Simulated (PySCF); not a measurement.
Compound: C3H5BO.
InChI=1S/C3H5BO/c1-3-4-5-2/h1,4H,2H3

Torsions of this conformer, `[CH:1]#[C:2][BH:3][O:4][CH3:5]`: C2–B3–O4–C5 0°.

The closed-shell ground state was solved at several levels (PySCF, density fitting, gas phase, non-relativistic). One conformer (not necessarily the lowest) at the PBE0-D3(BJ)/def2-SVP geometry, without solvent, vibrations or thermal averaging.

```
            level  basis functions  HOMO (eV)  LUMO (eV)  gap (eV)  dipole (D)
wB97X-D/def2-SVPD              143     -10.15       0.50     10.65        2.05
      B3LYP/pcJ-1              185      -7.96      -1.48      6.48        2.22
    PBE0/pcSseg-1              110      -8.22      -1.28      6.94        2.22
```

Task: Estimate the row for CAM-B3LYP/pcSseg-2, a basis of 250 functions; the other rows only guide the guess.

Result: HOMO -9.60 eV, LUMO -0.24 eV, gap 9.36 eV, dipole 2.06 D.

Task: Over all these levels, which gives the widest orbital gap and which the narrowest?

Result: wB97X-D/def2-SVPD (range-separated hybrid) has the widest, 10.65 eV, and B3LYP/pcJ-1 (global hybrid, 20 % exact exchange) the narrowest, 6.48 eV. Functional and basis both differ between the two, so the spread mixes both effects.

Task: How far do the dipole and the HOMO energy spread over the levels?

Result: The dipole runs from 2.05 to 2.22 D (mean 2.14 D) and the HOMO from -10.15 to -7.96 eV.
